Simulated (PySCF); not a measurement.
Working out the excitation energy of Ge²⁺

Ge²⁺ [Ar] 3d10 4s2 (1S) → Ge²⁺ [Ar] 3d10 4s1 5s1 (3S). All numbers are calculated (PySCF 2.14, the spin-free X2C one-electron Hamiltonian (Gaussian nucleus), in x2c-TZVPPall with one added diffuse shell each of s, p, d type (7s6p5d1f, 57 functions)). Frozen: [Ar] 3d10. Energies in hartree (1 hartree = 27.21139 eV):

```json
{"part": "UHF", "Ge²⁺ (lower)": "-2096.217895", "Ge²⁺ (upper)": "-2095.548477"}
{"part": "CCSD correlation", "Ge²⁺ (lower)": "-0.038633", "Ge²⁺ (upper)": "-0.006931"}
{"part": "(T)", "Ge²⁺ (lower)": "0.000000", "Ge²⁺ (upper)": "0.000000"}
```

Task: What does Hartree-Fock give?

Result: (-2095.548477) − (-2096.217895) = 0.669418 hartree = 18.216 eV.

Task: What do CCSD and CCSD(T) give?

Result: The CCSD correlation energies differ by 0.031702 hartree = 0.863 eV and the triples by 0.000000 hartree = 0.000 eV, so CCSD gives 19.079 eV and CCSD(T) 19.079 eV.
